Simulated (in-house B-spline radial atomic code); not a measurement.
A run on Xe V (Xe4+) (an excited or competing configuration) that did not converge. Method: scalar-relativistic (X2C) B97-1, spin-polarised, spherical fractional occupations, exact exchange averaged over the configuration, Fermi nucleus of rms radius 4.7859 fm; computed with a B-spline radial code for spherical atoms.

Command:
```bash
python run_scf.py task.json out
```
Settings (nuclear radius in fm, mass in u):
```
Z                54
configuration    [Kr] 4d9 5s2 5p2 6f1
hamiltonian      x2c
method           b97_1
spin_polarised   True
nucleus          fermi
rms_radius       4.7859
atomic_mass      131.90416
speed_of_light   137.035999084
exact_exchange   averaged over the configuration
```

First and last ten iterations of the last attempt (damped for 15 steps, keeping 80 % of the old Fock matrix, then DIIS):
```
 iter        energy (Eh)    residual
    1       -7422.392712    6.91e-01
    2       -7433.125083    5.70e-01
    3       -7435.868836    3.99e-01
    4       -7437.265611    2.76e-01
    5       -7437.960570    1.89e-01
    6       -7438.300376    1.28e-01
    7       -7438.463709    8.68e-02
    8       -7438.541714    5.84e-02
    9       -7438.578808    3.91e-02
   10       -7438.596497    2.61e-02
  111       -7438.613274    3.29e-06
  112       -7438.613274    5.33e-06
  113       -7438.613274    4.55e-06
  114       -7438.613274    5.27e-06
  115       -7438.613274    6.97e-06
  116       -7438.613274    7.06e-06
  117       -7438.613274    9.37e-06
  118       -7438.613274    4.93e-06
  119       -7438.613274    7.51e-06
  120       -7438.613274    3.05e-06
 not converged after 120 iterations
```

The smallest residual met was 2.6e-06; the threshold is about 5e-07. Over the last five steps the energy moves by less than 1e-08 hartree, but the orbitals didn't meet the threshold. Time taken, with all properties: 5.1 s on 1 thread of Intel(R) Xeon(R) Platinum 8488C, with other jobs on the host.
